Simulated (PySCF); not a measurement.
## Worked example: refractive index and permittivity of the vapour

Te(F)(Me) (CH₃FTe), SMILES C[Te]F.

Geometry: PBE-D3(BJ)/def2-TZVP. The def2 effective core potentials stand for the cores of Te; spin–orbit coupling is left out.

CAM-B3LYP/def2-TZVPD (PySCF) gives a mean static polarisability of 54.5 bohr³ and a dipole moment of 2.86 D. Take an ideal gas at 298.15 K and 0.01 bar, whether or not the substance is that volatile.

Problem. Work out n − 1 in the optical limit and the static ε − 1.

Solution. 
Polarisability volume α' = 54.5 × 0.148185 = 8.08 Å³. Number density N = p/kT = 2.43e-7 Å⁻³.
Dilute limit of Lorentz–Lorenz: n − 1 = 2π N α' = 1.2e-5.
Orientation term of Debye: μ²/(3kT) = 8.098 Å³ × μ²(D²) = 66.24 Å³.
ε − 1 = 4π N (α' + μ²/3kT) = 0.00023. Orientation of the dipole supplies 89 % of the static response; it can't follow optical fields. Vibrational polarisation and dispersion are left out.
